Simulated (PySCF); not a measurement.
ZnCl2, SMILES [Cl][Zn][Cl]. Atoms are numbered in the order given.

```xyz
3

Zn     0.0000     0.0000     0.0000
Cl     0.0000     0.0000    -2.0905
Cl     0.0000     0.0000     2.0905
```
Charge 0, spin multiplicity 1.

Geometry: PBE-D3(BJ)/def2-TZVP. The isomer is the one that the SMILES or the coordinates give; other isomers of the formula were not compared.

All values below come from PBE/pcSseg-2 (PySCF).

GIAO shieldings, no solvent; atoms alike by connectivity are averaged. δ = σ(ref) − σ: ³⁵Cl against HCl (σ = 936.5 ppm), references at their B3LYP-D3(BJ)/def2-TZVP geometries, non-relativistic (without spin–orbit terms, shifts of atoms bonded to Cl or Br come out too high).

Question: Estimate the chemical shifts. (Estimate from the structure and the level; the computed values follow.)

Answer: 
| nucleus | atoms | count | δ (ppm) |
|---|---|---|---|
| ³⁵Cl | Cl2, Cl3 | 2 | -40.6 |
